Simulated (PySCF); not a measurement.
**Fractional electron number in Tc⁻ (technetium, charge -1)**

The 4d beta orbital of [Kr] 4d6 5s2 is emptied in steps (occupation f), with all orbitals relaxed, ending at [Kr] 4d5 5s2. Calculation: PySCF 2.14, in def2-TZVPPD with the def2 core potential (28 electrons) (6s4p3d2f1g, 56 functions); a scalar-relativistic core potential. The exact energy is a straight line in f; departures are measured from the line between the end points of the same method.

| f | PBE0 (eV) | r2SCAN (eV) | LC-wPBE (eV) |
| --- | --- | --- | --- |
| 1 | 0.000 | 0.000 | 0.000 |
| 0.8 | -0.357 | -0.533 | 0.099 |
| 0.6 | -0.540 | -0.795 | 0.145 |
| 0.4 | -0.545 | -0.788 | 0.141 |
| 0.2 | -0.366 | -0.516 | 0.091 |
| 0 | 0.000 | 0.000 | 0.000 |

Task: For r2SCAN, how does the orbital energy at f = 1 compare with the removal energy?

Result: −ε = -3.170 eV against a total-energy difference of 0.170 eV. By Janak's theorem ε = ∂E/∂f, so the gap between them reflects the curvature. Along the path −ε is -1.819 (f = 0.8), -0.465 (f = 0.6), 0.875 (f = 0.4), 2.179 (f = 0.2) eV.

```
 method  E(f=0) − E(f=1) (eV)  −ε at f=1 (eV)  −ε at f=0.4 (eV)
   PBE0                 0.322          -1.892             0.753
 r2SCAN                 0.170          -3.170             0.875
LC-wPBE                 0.174           0.812             0.035
```

At f = 1 the orbital energy is positive for PBE0, r2SCAN: only the finite basis holds the electron.
